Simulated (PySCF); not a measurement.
**Worked example: dipole moment from atomic charges**

F4S, SMILES FS(F)(F)F. Atoms are numbered in the order given.

```xyz
5

F      1.2335     0.0000     0.6222
S      0.0000     0.0000    -0.3903
F      0.0000    -1.6679    -0.2753
F      0.0000     1.6679    -0.2753
F     -1.2335     0.0000     0.6222
```
Charge 0, spin multiplicity 1.

Geometry: TPSSh-D3(BJ)/def2-SVP.

Charges (e) from r2SCAN/def2-TZVP (PySCF):

```csv
atom,IAO,ESP fit
F1,-0.398,-0.054
S2,1.799,0.586
F3,-0.501,-0.239
F4,-0.501,-0.239
F5,-0.398,-0.054
```

The dipole moment of the full density is 0.77 D.

### Question
What dipole moment does each set of point charges give, and which comes closer to that of the density?

### Answer

μ = Σ q r, and 1 e Å = 4.8032 D.
IAO: Σ q r = (0.000, 0.000, -0.922) e Å, |μ| = 4.43 D.
ESP fit: Σ q r = (0.000, 0.000, -0.164) e Å, |μ| = 0.79 D.
ESP fit comes closer in size. Point charges leave out the atoms' own dipoles (lone pairs, polarised bonds); fits to the potential absorb them, partitions of the density don't.
